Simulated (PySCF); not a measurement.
C5H6O2, SMILES C(=C=C)CC(=O)O.

The structure is a stationary point at TPSSh-D3(BJ)/def2-SVP. The values are those of a single conformer.

All values below come from PySCF with TPSSh-D3(BJ)/def2-SVP.

Frequencies are harmonic and unscaled.

Computed normal modes with their intensities:
```
mode  ν (cm⁻¹)  IR (km/mol)  moving atoms (share of kinetic energy)
----  --------  -----------  --------------------------------------
1           46          0.3                  O 51 %, C 28 %, H 21 %
2           49          0.1                  C 61 %, H 23 %, O 16 %
3          157          2.2                  C 53 %, H 31 %, O 16 %
4          238          3.6                  C 53 %, O 29 %, H 17 %
5          333          6.8                          C 56 %, H 44 %
6          412          9.0                  O 46 %, C 37 %, H 17 %
7          500         16.0                  H 51 %, C 36 %, O 14 %
8          534          6.2                          C 50 %, H 44 %
9          573         17.8                          C 62 %, H 33 %
10         644         41.7                  O 47 %, C 29 %, H 24 %
11         682        101.4                  H 68 %, O 16 %, C 16 %
12         865         48.9                          H 75 %, C 25 %
13         880         22.9                          H 80 %, C 18 %
14         894          5.7                  C 47 %, H 31 %, O 21 %
15         938          3.5                          C 60 %, H 38 %
16        1002          0.1                          H 63 %, C 37 %
17        1038         12.0                          C 73 %, H 23 %
18        1144         25.8                          H 65 %, C 29 %
19        1155        223.5                  H 46 %, C 30 %, O 24 %
20        1193         48.1                          H 74 %, C 19 %
21        1264          6.4                   H 71 %, C 20 %, O 9 %
22        1349         22.5                          H 57 %, C 38 %
23        1410         71.5                          C 52 %, H 44 %
24        1435         22.4                           H 92 %, C 8 %
25        1481          7.7                          H 51 %, C 49 %
26        1847        277.7                          C 64 %, O 34 %
27        2069         43.3                                  C 98 %
28        3018         12.8                                  H 94 %
29        3116          2.5                           H 92 %, C 8 %
30        3121          3.6                                  H 95 %
31        3150          2.2                           H 92 %, C 8 %
32        3206          1.1                          H 89 %, C 11 %
33        3704         63.9                                  H 94 %
```
